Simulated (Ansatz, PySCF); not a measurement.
Gas-phase reaction in SMILES: NB(Cl)Cl → N[B]Cl + Cl atom (the B-Cl bond at the site shown breaks; other sites are not compared here)
Structures are relaxed separately at B3LYP-D3(BJ)/def2-TZVP in Ansatz (a program for electronic structure), one conformer each, not searched for the lowest. Frequencies are from Ansatz or PySCF.

Quantity: bond dissociation energy (enthalpy at 298 K, with B3LYP-D3(BJ) rigid-rotor harmonic-oscillator terms), in kcal/mol. Cores are frozen in the correlated levels unless marked. UHF or UKS for open shells. Spin-orbit coupling is left out. Non-relativistic. Basis-set limits of correlation are two-point, X^-3; Hartree-Fock from the larger set.

CCSD(T)/CBS(cc-pV(T+d)Z,cc-pV(Q+d)Z) (Ansatz) gives 122.0 kcal/mol.

Q: Another calculation gave 123.6 kcal/mol. Which level was it?
A) PBE/def2-TZVPD (Ansatz)
B) CAM-B3LYP/def2-TZVPD (Ansatz)
C) wB97M-V/def2-TZVPD (Ansatz)
D) BLYP/def2-TZVPD (Ansatz)

A: C, wB97M-V/def2-TZVPD (Ansatz). The others give 116.6 (CAM-B3LYP), 112.7 (BLYP), 119.3 (PBE) kcal/mol.
